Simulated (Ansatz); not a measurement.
Frontier orbitals of `C[CH](C)[In]([CH](C)C)[CH](C)C`.

Total charge 0; spin multiplicity 1. Correlated methods include outer-core shells of In, which these sets cover unevenly. In takes the def2 core potential. All single points use the PBE0-D4/def2-TZVP geometry. It is one conformer, not always the lowest. Basis def2-TZVPP, the Gaussian-basis code of Ansatz.

| functional | HOMO (eV) | LUMO (eV) | gap (eV) |
| --- | --- | --- | --- |
| PBE | -4.98 | -1.73 | 3.25 |
| B97M-V | -5.23 | -1.82 | 3.41 |
| PBE0 | -6.04 | -0.99 | 5.05 |
| r2SCAN0 | -6.16 | -0.86 | 5.30 |
| CAM-B3LYP | -7.31 | -0.20 | 7.11 |
| LC-ωPBE | -8.57 | 0.98 | 9.55 |
| ωB97M-V | -8.17 | 0.37 | 8.54 |

Against PBE, PBE0 changes HOMO and LUMO by −1.06 and +0.74 eV, ωB97M-V by −3.19 and +2.11 eV. A gap of 3.25 eV thus becomes 8.54 eV for the same molecule, so an orbital gap means little without its functional. A positive LUMO is unbound and depends on the basis.

LC-ωPBE has ω = 0.4 bohr⁻¹.
